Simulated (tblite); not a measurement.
Species: C2H8BClP2.
Atom-mapped SMILES: `[CH2:1]=[CH:2][B@-:3]([PH2:4])([PH3+:5])[Cl:6]` (hydrogens: H7, H8 on C1; H9 on C2; H10, H11 on P4; H12, H13, H14 on P5)
Bond orders are those of one Lewis drawing.

Computed with GFN2-xTB (tblite), gas phase: L-BFGS steps from a force-field or distance-geometry start until the largest atomic force falls under 0.01 eV/Å.

Step 4: E = -520.6300 eV
```
atom  x, y, z in Å  |  force x, y, z in eV/Å
C1      2.3306   -0.3092    0.3125   -0.174   0.098  -0.284
C2      1.1969    0.0136    0.9157   -0.269   0.449  -0.185
B3     -0.1393    0.5042    0.1126    1.027   0.558   0.538
P4     -1.0675    2.1577    0.8902    0.155  -0.693  -0.157
P5     -1.1372   -1.1018   -0.0857   -0.210  -0.052   0.284
Cl6     0.2956    0.9288   -1.6430   -0.226  -0.135  -0.144
H7      2.3673   -0.3051   -0.7652    0.160  -0.017  -0.042
H8      3.2508   -0.5434    0.8105    0.065  -0.143   0.208
H9      1.1867    0.0262    1.9939   -0.092   0.011   0.262
H10    -1.6538    1.5194    1.9866    0.049  -0.019  -0.039
H11    -2.2225    1.9842    0.1319   -0.051   0.044  -0.011
H12    -1.8324   -1.2235   -1.2494   -0.245  -0.189  -0.229
H13    -0.4583   -2.3139   -0.0113   -0.117   0.257  -0.145
H14    -2.1175   -1.3375    0.8587   -0.071  -0.169  -0.056
```

Step 5: E = -520.6778 eV
```
atom  x, y, z in Å  |  force x, y, z in eV/Å
C1      2.3282   -0.3078    0.3086   -0.084   0.086   0.064
C2      1.1915    0.0224    0.9119    0.257   0.287   0.144
B3     -0.1194    0.5175    0.1234    0.539   0.395   0.234
P4     -1.0617    2.1487    0.8877    0.059  -0.530  -0.130
P5     -1.1402   -1.1021   -0.0780   -0.185   0.159  -0.096
Cl6     0.2895    0.9260   -1.6468   -0.209  -0.132  -0.083
H7      2.3706   -0.3055   -0.7659    0.147   0.002  -0.124
H8      3.2533   -0.5465    0.8144   -0.193  -0.090   0.073
H9      1.1852    0.0263    1.9997   -0.085   0.024  -0.028
H10    -1.6542    1.5176    1.9835    0.070  -0.042  -0.020
H11    -2.2242    1.9829    0.1332    0.032   0.021  -0.008
H12    -1.8386   -1.2290   -1.2550   -0.097  -0.132   0.029
H13    -0.4626   -2.3089   -0.0149   -0.065   0.154  -0.115
H14    -2.1182   -1.3419    0.8562   -0.186  -0.200   0.060
```

Step 6: E = -520.7123 eV
```
atom  x, y, z in Å  |  force x, y, z in eV/Å
C1      2.3266   -0.3054    0.3066    0.011   0.071   0.189
C2      1.1923    0.0355    0.9130    0.612   0.124   0.281
B3     -0.0936    0.5366    0.1364    0.005   0.191  -0.117
P4     -1.0545    2.1323    0.8830   -0.044  -0.238  -0.058
P5     -1.1457   -1.0979   -0.0742   -0.134   0.256  -0.250
Cl6     0.2798    0.9208   -1.6516   -0.169  -0.121  -0.014
H7      2.3762   -0.3056   -0.7686    0.112   0.030  -0.072
H8      3.2507   -0.5510    0.8187   -0.282  -0.081   0.008
H9      1.1825    0.0270    2.0037   -0.045   0.046  -0.116
H10    -1.6536    1.5146    1.9801    0.091  -0.083   0.001
H11    -2.2251    1.9814    0.1345    0.108  -0.024  -0.021
H12    -1.8456   -1.2366   -1.2585   -0.012  -0.069   0.175
H13    -0.4679   -2.3019   -0.0204   -0.034   0.098  -0.094
H14    -2.1229   -1.3502    0.8553   -0.218  -0.200   0.088
```

**Question.** Estimate the geometry and energy of step 7. (The exact step hangs on the optimiser's Hessian estimate; all steps are aligned on step 6, rigid shifts and turns removed.)

**Answer.** E = -520.7318 eV, largest force 0.547 eV/Å
```
atom  x, y, z in Å  |  force x, y, z in eV/Å
C1      2.3280   -0.3035    0.3071    0.104   0.048   0.168
C2      1.2007    0.0464    0.9178    0.505   0.095   0.187
B3     -0.0772    0.5542    0.1430   -0.178   0.013  -0.256
P4     -1.0486    2.1241    0.8799   -0.125  -0.042   0.013
P5     -1.1505   -1.0896   -0.0750   -0.119   0.193  -0.175
Cl6     0.2685    0.9152   -1.6559   -0.122  -0.107   0.020
H7      2.3817   -0.3052   -0.7689    0.085   0.052  -0.029
H8      3.2468   -0.5560    0.8219   -0.217  -0.104   0.014
H9      1.1807    0.0282    2.0057    0.005   0.062  -0.049
H10    -1.6530    1.5097    1.9742    0.118  -0.103   0.029
H11    -2.2234    1.9773    0.1377    0.134  -0.039  -0.058
H12    -1.8513   -1.2448   -1.2576   -0.005  -0.015   0.177
H13    -0.4745   -2.2959   -0.0265   -0.017   0.110  -0.084
H14    -2.1287   -1.3604    0.8545   -0.169  -0.164   0.043
```

The energy changes by -0.0195 eV. The first-order estimate −F·Δx gives -0.0264 eV and the mean of the old and new forces, exact on a quadratic surface, -0.0195 eV. The step makes an angle of 53° with the force vector and moves no atom by more than 0.025 Å.

The cost below is that of the whole relaxation. On an Arm Neoverse N1 with one thread (shared host), this took 1.2 s of wall time.
